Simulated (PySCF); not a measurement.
Electrostatic solvation of a mixed set.

Computed with PySCF at CAM-B3LYP/def2-SVPD, non-relativistic, each on one gas-phase PBE0-D3(BJ)/def2-SVP geometry that isn't relaxed in the solvent. The solvent is an IEF-PCM continuum (cavity from Bondi-type radii × 1.2). The model holds no explicit solvent molecules, cavitation or dispersion. Spin–orbit coupling is left out although an atom past zinc is present.

Task: Order them by E(solvent) − E(gas) in chloroform (ε = 4.711), most negative first (kJ/mol).
A. `C#[C][Ga@H-]1[O]C=CC=[O+]1`
B. zinc hydride isocyanide, `[C-]#[N+][ZnH]`
C. `[SiH3:1][NH:2][c:3]1[cH:4][n:5][s:6][cH:7]1` with Si1–N2–C3–C4 0°
D. `[H]/N=C/[SiH3]`

Result: B (-59.9), A (-20.3), C (-17.7), D (-11.9).

```csv
SMILES,charge,ΔE (kJ/mol),polarisation term (kJ/mol),HOMO shift (eV),dipole gas (D),dipole solvent (D),atoms,"lowest singlet, gas (eV)","lowest singlet, solvent (eV)"
[C-]#[N+][ZnH],0,-59.9,-70.5,-0.11,3.78,4.46,4,6.56,7.23
C#[C][Ga@H-]1[O]C=CC=[O+]1,0,-20.3,-22.5,+0.17,3.26,3.93,13,4.59,4.59
[SiH3]Nc1cnsc1,0,-17.7,-20.7,+0.08,3.44,4.38,13,4.78,4.62
[H]/N=C/[SiH3],0,-11.9,-13.8,+0.02,1.86,2.35,8,4.54,4.59
```

The polarisation term is half the interaction of the solute with the induced surface charges. Singlets are vertical TDDFT energies (frozen core, non-equilibrium response), the lowest in each medium.
